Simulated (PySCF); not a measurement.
PySCF job for CH5AlO2S, SMILES [O](C)[Al]([OH])[SH], r2SCAN-D4/def2-SVP. Geometry optimised at r2SCAN-D4/def2-SVP. The structure was generated by enumeration; whether it is a known compound was not checked. One conformer was computed; it need not be the lowest.

```python
import numpy as np
from pyscf import gto, scf, dft, df
from pyscf.hessian import thermo

mol = gto.M(
    atom='''
    Al   -0.47705303    0.14710761   -0.00000000
    O    -2.01762589    0.85599131   -0.00000000
    H    -2.84754606    0.37185903    0.00000000
    O    -0.28652740   -1.53059463    0.00000000
    C     0.71782406   -2.50070082   -0.00000000
    H     0.63035148   -3.14858003    0.89085212
    H     0.63035149   -3.14858003   -0.89085212
    H     1.73601136   -2.06627952   -0.00000000
    S     1.23455406    1.49385359    0.00000000
    H     0.42593799    2.57855556   -0.00000000
    ''',
    basis='def2-SVP',
    charge=0,
    spin=0,
    max_memory=1600,
    verbose=3,
)
mf = dft.RKS(mol, xc='r2scan').density_fit(auxbasis='def2-universal-jkfit')
mf.disp = 'd4'
mf.grids.level = 4
mf.conv_tol = 1e-11
mf.max_cycle = 100
mf.kernel()

# analytic Hessian; the response equations are solved on a coarser grid
h, args, fine = mf.Hessian(), (mf.mo_energy, mf.mo_coeff, mf.mo_occ), mf.grids
h.max_memory = max(150, 2.5e-5 * df.make_auxmol(mol, mf.with_df.auxbasis).nao * mol.nelec[0] * (mol.nelec[0] + mol.nao))  # MB; small integral blocks
h1ao = h.make_h1(mf.mo_coeff, mf.mo_occ)
mf.grids = dft.Grids(mol).set(level=2).build(with_non0tab=True)
mo1, mo_e1 = h.solve_mo1(*args, h1ao)
mf.grids = fine
hess = h.hess_elec(*args, mo1, mo_e1, h1ao) + h.hess_nuc()
if mf.do_disp():
    hess += h.get_dispersion()
for i in range(mol.natm):  # the analytic DFT Hessian lacks the response of the grid: restore translational invariance
    hess[i, i] -= hess[i].sum(axis=0)
hess = (hess + hess.transpose(1, 0, 3, 2)) / 2
vib = thermo.harmonic_analysis(mol, hess, imaginary_freq=False)
thermo.dump_normal_mode(mol, vib)
th = thermo.thermo(mf, vib['freq_au'][vib['freq_au'] > 0], 298.15, 101325)
thermo.dump_thermo(mol, th)
g0 = mf.nuc_grad_method().set(verbose=0).kernel()

# dipole derivatives [dipole axis, atom, xyz] from the same response
r, irp = mol.intor('int1e_r'), mol.intor('int1e_irp').reshape(3, 3, mol.nao, mol.nao)
sl, dm0, ok = mol.aoslice_by_atom(), np.array(mf.make_rdm1()), []
dmu = np.einsum('a,xt->xat', mol.atom_charges(), np.eye(3))
for a, (_, _, p0, p1) in enumerate(sl):
    dmu[:, a] += 2 * np.einsum('xtij,ij->xt', irp[:, :, :, p0:p1], dm0.reshape(-1, mol.nao, mol.nao).sum(0)[:, p0:p1])
    for u, c, occ, f in [(mo1, mf.mo_coeff, mf.mo_occ, 4)]:
        dmu[:, a] -= f * np.einsum('tui,xuv,vi->xt', u[a], r, c[:, occ > 0], optimize=True)
L = vib['norm_mode']
ir = 974.8801 * (np.einsum('xat,kat->kx', dmu, L) ** 2).sum(1)       # km/mol
apt = np.einsum('xax->a', dmu) / 3

# polarisability derivatives from nuclear gradients in small electric fields
h0, F = mf.get_hcore(), 0.005
def in_field(f, guess):
    m = mf.copy()
    m.verbose, m.conv_tol, m.conv_tol_grad = 0, 1e-11, 2e-7
    m.get_hcore = lambda *a: h0 + np.einsum('x,xij->ij', f, r)
    m.kernel(guess)
    ok.append(m.converged)
    dm = np.array(m.make_rdm1())
    g = m.nuc_grad_method().kernel() - np.outer(mol.atom_charges(), f)
    for a, (_, _, p0, p1) in enumerate(sl):
        g[a] -= 2 * np.einsum('x,xtij,ij->t', f, irp[:, :, :, p0:p1], dm[:, p0:p1])
    return g, -np.einsum('xij,ij->x', r, dm), dm
E = np.eye(3) * F
g0, _, dm0 = in_field(np.zeros(3), dm0)
gp = [in_field(e, dm0) for e in E]
gm = [in_field(-e, 2 * dm0 - p[2]) for e, p in zip(E, gp)]
alpha = np.array([(p[1] - q[1]) / (2 * F) for p, q in zip(gp, gm)])  # bohr^3
check = abs(np.array([-(p[0] - q[0]) / (2 * F) for p, q in zip(gp, gm)]) - dmu).max()
print('static polarisability / bohr^3:', alpha.round(3))
print('largest difference of analytic and finite-field dipole derivatives / e:', check)
da = np.zeros((3, 3, mol.natm, 3))
for x in range(3):
    da[x, x] = -(gp[x][0] + gm[x][0] - 2 * g0) / F**2
for x, y in ((0, 1), (0, 2), (1, 2)):
    up, down = in_field(E[x] + E[y], gp[x][2] + gp[y][2] - dm0), in_field(-E[x] - E[y], gm[x][2] + gm[y][2] - dm0)
    both = -(up[0] + down[0] - 2 * g0) / F**2
    da[x, y] = da[y, x] = (both - da[x, x] - da[y, y]) / 2
aq = np.einsum('xyat,kat->kxy', da, L) * 0.529177210903**2           # A^2/amu^1/2
a = np.einsum('kxx->k', aq) / 3
g2 = 1.5 * (aq**2).sum((1, 2)) - 4.5 * a**2
raman, depol = 45 * a**2 + 7 * g2, 3 * g2 / (45 * a**2 + 4 * g2 + 1e-12)
print('mode   freq/cm-1   IR/(km/mol)   Raman/(A^4/amu)   depolarisation')
for k, w in enumerate(vib['freq_wavenumber']):
    print(f'{k + 1:4d} {w:11.2f} {ir[k]:13.3f} {raman[k]:17.3f} {depol[k]:16.3f}')
print('max |gradient| / (hartree/bohr):', abs(g0).max())
print('APT charges:', apt.round(4))
```

Log of the run:

```
converged SCF energy = -831.829555378218

WARN: MGGA Hessian is sensitive to dft grids. grids.level 4 may not be dense enough.


WARN: DFTD4 does not support analytical Hessian, using finite difference.


WARN: Mole.unit (angstrom) is changed to Bohr

Mode                                 0                   1                   2
Irrep
Freq [cm^-1]                       51.2922             65.6235             85.6549
Reduced mass [au]                   1.0508              3.6631              3.1833
Force const [Dyne/A]                0.0016              0.0093              0.0138
Char temp [K]                      73.7981             94.4176            123.2383
Normal mode                   x     y     z       x     y     z       x     y     z
       0  Al                -0.00  0.00  0.01   -0.05  0.00 -0.00   -0.00 -0.00  0.04
       1   O                -0.00  0.00 -0.03   -0.03  0.03  0.00   -0.00  0.00 -0.08
       2   H                -0.00  0.00 -0.05   -0.05  0.06  0.00   -0.00  0.00 -0.10
       3   O                -0.00 -0.00  0.02   -0.05 -0.01 -0.00   -0.00 -0.00  0.16
       4   C                 0.00  0.00 -0.03    0.11  0.14  0.00    0.00  0.00 -0.12
       5   H                 0.36  0.32  0.24    0.21  0.13  0.00    0.05 -0.19 -0.25
       6   H                -0.36 -0.32  0.24    0.21  0.13 -0.00   -0.05  0.19 -0.25
       7   H                 0.00  0.00 -0.60    0.04  0.30  0.00    0.00  0.00 -0.08
       8   S                 0.00 -0.00  0.02    0.02 -0.09 -0.00    0.00 -0.00 -0.00
       9   H                 0.00 -0.00 -0.09    0.09 -0.03  0.00    0.00 -0.00 -0.21
Mode                                 3                   4                   5
Irrep
Freq [cm^-1]                      178.0068            225.2316            231.8900
Reduced mass [au]                   4.9493              1.1672              5.7639
Force const [Dyne/A]                0.0924              0.0349              0.1826
Char temp [K]                     256.1122            324.0581            333.6381
Normal mode                   x     y     z       x     y     z       x     y     z
       0  Al                 0.02 -0.07  0.00    0.00  0.00  0.04   -0.06  0.01 -0.00
       1   O                 0.11  0.12  0.00   -0.00 -0.00  0.02   -0.02  0.09  0.00
       2   H                 0.01  0.29 -0.00    0.00 -0.00 -0.18   -0.10  0.24 -0.00
       3   O                -0.05 -0.08 -0.00   -0.00  0.00 -0.07    0.16  0.05 -0.00
       4   C                 0.04 -0.00  0.00   -0.00  0.00  0.01    0.04 -0.07  0.00
       5   H                 0.09 -0.01  0.00   -0.06  0.01  0.01   -0.04 -0.06 -0.00
       6   H                 0.09 -0.01 -0.00    0.06 -0.01  0.01   -0.04 -0.06  0.00
       7   H                 0.00  0.08  0.00   -0.00 -0.00  0.07    0.09 -0.18 -0.00
       8   S                -0.06  0.03  0.00    0.00  0.00  0.01   -0.04 -0.05  0.00
       9   H                -0.21 -0.08 -0.00    0.00  0.00 -0.90    0.06  0.02 -0.00
Mode                                 6                   7                   8
Irrep
Freq [cm^-1]                      245.3515            323.5604            450.3301
Reduced mass [au]                   5.4554              1.1855              5.8126
Force const [Dyne/A]                0.1935              0.0731              0.6945
Char temp [K]                     353.0062            465.5313            647.9248
Normal mode                   x     y     z       x     y     z       x     y     z
       0  Al                -0.00 -0.00  0.15    0.00  0.00 -0.03    0.08  0.04 -0.00
       1   O                 0.00  0.00 -0.08    0.00  0.00  0.08    0.07 -0.02 -0.00
       2   H                 0.00  0.00 -0.25    0.00 -0.00 -0.90    0.16 -0.19  0.00
       3   O                 0.00 -0.00 -0.08    0.00  0.00  0.03    0.01  0.08 -0.00
       4   C                 0.00 -0.00 -0.01    0.00  0.00  0.00   -0.04  0.06  0.00
       5   H                -0.03  0.03  0.01    0.01 -0.01 -0.00   -0.06  0.06 -0.00
       6   H                 0.03 -0.03  0.01   -0.01  0.01 -0.00   -0.06  0.06  0.00
       7   H                 0.00  0.00  0.01    0.00  0.00 -0.01   -0.02  0.01  0.00
       8   S                -0.00 -0.00 -0.05   -0.00 -0.00 -0.01   -0.09 -0.08  0.00
       9   H                -0.00 -0.00  0.28   -0.00 -0.00  0.13   -0.19 -0.15 -0.00
Mode                                 9                  10                  11
Irrep
Freq [cm^-1]                      549.8769            627.2794            732.7819
Reduced mass [au]                   1.4420              1.1627              6.1771
Force const [Dyne/A]                0.2569              0.2695              1.9543
Char temp [K]                     791.1505            902.5154           1054.3100
Normal mode                   x     y     z       x     y     z       x     y     z
       0  Al                -0.00  0.00 -0.00   -0.02 -0.00  0.00   -0.05 -0.12 -0.00
       1   O                -0.06  0.12 -0.00   -0.04 -0.00  0.00    0.05  0.00  0.00
       2   H                 0.40 -0.71  0.00   -0.09  0.08 -0.00    0.16 -0.19  0.00
       3   O                 0.00 -0.04 -0.00    0.02  0.02 -0.00    0.05  0.09  0.00
       4   C                 0.03 -0.04  0.00   -0.01  0.01  0.00   -0.07  0.09 -0.00
       5   H                 0.04 -0.04  0.00   -0.02  0.01 -0.00   -0.12  0.10 -0.00
       6   H                 0.04 -0.04 -0.00   -0.02  0.01  0.00   -0.12  0.10  0.00
       7   H                 0.02 -0.02 -0.00    0.00 -0.01  0.00   -0.05  0.04  0.00
       8   S                 0.00  0.00  0.00    0.05  0.01 -0.00    0.02  0.02  0.00
       9   H                -0.07 -0.05  0.00   -0.73 -0.56  0.00    0.06  0.05 -0.00
Mode                                12                  13                  14
Irrep
Freq [cm^-1]                      915.0113           1179.5145           1186.7582
Reduced mass [au]                   8.1764              1.4451              1.2864
Force const [Dyne/A]                4.0333              1.1845              1.0674
Char temp [K]                    1316.4976           1697.0587           1707.4809
Normal mode                   x     y     z       x     y     z       x     y     z
       0  Al                -0.11  0.07 -0.00   -0.00  0.01  0.00   -0.00  0.00 -0.00
       1   O                 0.15 -0.06  0.00    0.00  0.00 -0.00    0.00 -0.00  0.00
       2   H                 0.20 -0.13  0.00    0.00 -0.00 -0.00    0.00 -0.00 -0.00
       3   O                -0.02 -0.01  0.00    0.08 -0.02  0.00    0.00 -0.00 -0.05
       4   C                 0.03 -0.04 -0.00   -0.13 -0.04 -0.00   -0.00  0.00  0.13
       5   H                 0.05 -0.05  0.00    0.37 -0.03  0.07    0.32 -0.45 -0.16
       6   H                 0.05 -0.05 -0.00    0.37 -0.03 -0.07   -0.32  0.45 -0.16
       7   H                 0.02 -0.02 -0.00   -0.36  0.50  0.00   -0.00  0.00 -0.31
       8   S                 0.01  0.00  0.00   -0.00  0.00  0.00    0.00  0.00  0.00
       9   H                -0.08 -0.06 -0.00   -0.00  0.00 -0.00   -0.00  0.00  0.00
Mode                                15                  16                  17
Irrep
Freq [cm^-1]                     1246.3776           1473.1214           1478.7147
Reduced mass [au]                   6.2390              1.0386              1.0647
Force const [Dyne/A]                5.7103              1.3279              1.3716
Char temp [K]                    1793.2599           2119.4937           2127.5412
Normal mode                   x     y     z       x     y     z       x     y     z
       0  Al                -0.01  0.04  0.00   -0.00  0.00  0.00    0.00 -0.01  0.00
       1   O                 0.01  0.00  0.00    0.00 -0.00 -0.00   -0.00  0.00  0.00
       2   H                 0.02 -0.02  0.00    0.00 -0.00  0.00   -0.00 -0.00  0.00
       3   O                 0.09 -0.16  0.00   -0.00 -0.00  0.01   -0.01  0.03  0.00
       4   C                -0.08  0.14 -0.00   -0.00 -0.00  0.05    0.00  0.06  0.00
       5   H                -0.17  0.04 -0.07   -0.49 -0.03 -0.05    0.05 -0.54 -0.41
       6   H                -0.17  0.04  0.07    0.49  0.03 -0.05    0.05 -0.54  0.41
       7   H                 0.07 -0.16  0.00    0.00 -0.00 -0.69   -0.02  0.06 -0.00
       8   S                -0.00 -0.00  0.00    0.00  0.00 -0.00    0.00  0.00  0.00
       9   H                -0.00  0.00 -0.00   -0.00  0.00  0.00    0.00  0.00 -0.00
Mode                                18                  19                  20
Irrep
Freq [cm^-1]                     1484.1733           2693.7998           2979.8171
Reduced mass [au]                   1.1056              1.0380              1.0323
Force const [Dyne/A]                1.4349              4.4377              5.4006
Char temp [K]                    2135.3949           3875.7781           4287.2934
Normal mode                   x     y     z       x     y     z       x     y     z
       0  Al                -0.00  0.01  0.00    0.00 -0.00  0.00   -0.00  0.00  0.00
       1   O                 0.00 -0.00  0.00    0.00  0.00  0.00    0.00 -0.00 -0.00
       2   H                -0.00  0.00  0.00    0.00  0.00  0.00    0.00  0.00  0.00
       3   O                 0.02 -0.02  0.00   -0.00  0.00 -0.00    0.00 -0.00  0.00
       4   C                 0.07 -0.04  0.00    0.00 -0.00 -0.00    0.04 -0.02 -0.00
       5   H                -0.46 -0.01 -0.04   -0.00 -0.00  0.00    0.05  0.29 -0.40
       6   H                -0.46 -0.01  0.04   -0.00 -0.00 -0.00    0.05  0.29  0.40
       7   H                -0.25  0.63 -0.00    0.00  0.00  0.00   -0.63 -0.29  0.00
       8   S                -0.00 -0.00  0.00    0.02 -0.02  0.00   -0.00 -0.00 -0.00
       9   H                -0.00 -0.00 -0.00   -0.57  0.79 -0.00   -0.00 -0.00  0.00
Mode                                21                  22                  23
Irrep
Freq [cm^-1]                     3063.4062           3076.5499           3939.1424
Reduced mass [au]                   1.1044              1.1060              1.0678
Force const [Dyne/A]                6.1065              6.1680              9.7622
Char temp [K]                    4407.5594           4426.4703           5667.5489
Normal mode                   x     y     z       x     y     z       x     y     z
       0  Al                -0.00  0.00  0.00    0.00  0.00 -0.00    0.00 -0.00 -0.00
       1   O                 0.00 -0.00  0.00   -0.00 -0.00 -0.00   -0.05 -0.03  0.00
       2   H                 0.00  0.00  0.00    0.00  0.00 -0.00    0.84  0.47  0.00
       3   O                 0.00 -0.00 -0.00   -0.00  0.00  0.00    0.00 -0.00  0.00
       4   C                -0.06 -0.07  0.00   -0.00 -0.00 -0.09   -0.00  0.00  0.00
       5   H                 0.03  0.26 -0.40   -0.07 -0.39  0.54    0.00 -0.00  0.00
       6   H                 0.03  0.26  0.40    0.07  0.39  0.54    0.00 -0.00 -0.00
       7   H                 0.61  0.28  0.00    0.00  0.00 -0.02    0.00 -0.00 -0.00
       8   S                -0.00  0.00 -0.00   -0.00  0.00  0.00    0.00  0.00  0.00
       9   H                 0.00  0.00  0.00    0.00 -0.00  0.00    0.00  0.00 -0.00
temperature 298.1500 [K]
pressure 101325.00 [Pa]
Rotational constants [GHz] 3.58989 2.20180 1.37665
Symmetry number 1
Zero-point energy (ZPE) 0.06489 [Eh]   170367.763 [J/mol]
                           tot       elec      trans        rot        vib
Entropy [J/mol/K]       385.048      0.000    167.150    116.239    101.659
Cv [J/mol/K]            110.064      0.000     12.472     12.472     85.121
Cp [J/mol/K]            118.379      0.000     20.786     12.472     85.121
Internal energy [J/mol]                      3718.434   3718.434 185407.464
Internal energy [Eh]   -831.75610  -831.82956
Enthalpy [J/mol]                             6197.391   3718.434 185407.464
Enthalpy [Eh]          -831.75516
Gibbs free energy [J/mol]                  -43638.490 -30938.129 155097.761
Gibbs free energy [Eh] -831.79889
static polarisability / bohr^3: [[54.263  1.011 -0.   ]
 [ 1.005 61.306  0.   ]
 [ 0.    -0.    39.4  ]]
largest difference of analytic and finite-field dipole derivatives / e: 0.0013188301584396989
mode   freq/cm-1   IR/(km/mol)   Raman/(A^4/amu)   depolarisation
   1       51.29         0.683             0.160            0.750
   2       65.62         6.102             1.028            0.670
   3       85.65         6.159             0.061            0.750
   4      178.01         3.611             0.794            0.742
   5      225.23        16.375             2.608            0.750
   6      231.89        32.934             1.232            0.748
   7      245.35        42.930             0.981            0.750
   8      323.56       143.009             1.273            0.750
   9      450.33        18.683            12.603            0.111
  10      549.88       164.064             3.122            0.082
  11      627.28        14.277             7.816            0.665
  12      732.78       168.204             5.523            0.363
  13      915.01        83.500             1.220            0.270
  14     1179.51        44.371             2.969            0.744
  15     1186.76         0.081             0.936            0.750
  16     1246.38       341.215             4.458            0.107
  17     1473.12         1.412            18.653            0.750
  18     1478.71         1.426            22.627            0.667
  19     1484.17        15.346            13.497            0.721
  20     2693.80         1.399           136.602            0.281
  21     2979.82       101.695           160.704            0.003
  22     3063.41        52.292            93.675            0.550
  23     3076.55        41.627           130.581            0.750
  24     3939.14       107.698           140.801            0.283
max |gradient| / (hartree/bohr): 0.0003301409990931356
APT charges: [ 1.5852 -0.8832  0.3207 -1.0502  0.6423 -0.0673 -0.0673 -0.0634 -0.4908
  0.0805]
```

The run converged.

Cost: around 11 core-minutes (rough).
